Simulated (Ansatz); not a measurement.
Reactions of `C#C[Si](C)(Cl)Cl`.

Gas-phase electronic energies from Ansatz, PBE0-D4/def2-TZVP geometries. CCSD(T)/CBS is the MP2 limit (def2-TZVPP, def2-QZVPP) plus CCSD(T) − MP2 in def2-TZVPP, frozen cores. This one scheme is used for every species, atoms too. For atomizations the MP2-based limit and the directly extrapolated one differ by several kJ/mol either way, and by 10 to 25 for some Ge, Se and Sn compounds, so smaller differences from it don't rank the levels. DFT in def2-TZVPP. B3LYP here is the variant with VWN-RPA as its local correlation; programs differ in this. No spin–orbit coupling; open shells (•) take unrestricted orbitals. Spin–orbit coupling would lower the free atoms: a little for C, Cl, Si. Each species was taken in one conformer, which may not be the lowest.

| reaction | CCSD(T)/CBS(def2) (kJ/mol) |
| --- | --- |
| `C#C[Si](C)(Cl)Cl` + H–F → `C#CF` + `C[SiH](Cl)Cl` | 187 |
| `C#C[Si](C)(Cl)Cl` + `c1ccccc1` → `C[Si](Cl)(Cl)c1ccccc1` + `C#C` | ? |
| `C#C[Si](C)(Cl)Cl` → 3 C• + 2 Cl• + 4 H• + Si• | 4030 |
| `C#C[Si](C)(Cl)Cl` + H₂ → `C#C[SiH](Cl)Cl` + CH₄ | -9 |

Q: Fill in the missing values. (An estimate is asked.)

A: Ansatz gave: `C#C[Si](C)(Cl)Cl` + `c1ccccc1` → `C[Si](Cl)(Cl)c1ccccc1` + `C#C`: +29.4 kJ/mol.

Largest T1 diagnostic: 0.013, for `C#CF`.
